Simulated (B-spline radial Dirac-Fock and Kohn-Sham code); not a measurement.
**3d3/2 emission of Ho²⁺**

System: the Ho²⁺ ion, configuration [Xe] 4f11, inside a Watson sphere of charge -2 and radius 2.4 Å (a model of the Madelung potential; inside it an electron's potential energy is raised by 12.0 eV).

The run's input, task.json:

```json
{"items": [{
  "Z": 67,
  "q": 2,
  "cfg": [[1, 0, 2], [2, 0, 2], [2, 1, 6], [3, 0, 2], [3, 1, 6], [3, 2, 10], [4, 0, 2], [4, 1, 6], [4, 2, 10], [4, 3, 11], [5, 0, 2], [5, 1, 6]],
  "A": 165,
  "rrms": 5.2022,
  "watson": [-2, 2.4],
  "do": ["binding", "quiet", "decay"],
  "holes": ["K", "L1", "L2", "L3", "M1", "M2", "M3", "M4", "M5", "N1", "N2", "N3", "N4", "N5"]
}]}
```

Launch: `python xray_run.py task.json out`

Level of theory: independent-particle radiative and Coulomb Auger rates from relativistic LDA hole-state orbitals, with Dirac-Fock energies; an atomic code on a B-spline grid.

```
       line  multipole  energy (eV)  rate (s⁻¹)  share (%)
Mζ2 (M4-N2)         E1       1036.0    1.37e+12       6.44
      M4-N3         E1       1076.0    1.81e+11      0.851
      M4-O2         E1       1359.0    1.88e+11      0.886
      M4-O3         E1       1364.1    2.42e+10      0.114
 Mβ (M4-N6)         E1       1385.9    1.95e+13       91.7
```

The listed lines hold 100.0 % of the radiative rate. The radiative width is 0.0140 eV in the length form and 0.0142 eV in the velocity form; the two differ because the transition energies are not eigenvalue differences of the potential that gave the orbitals.

Values without a named source are computed, but for edge energies of neutral atoms, which are taken from tables.
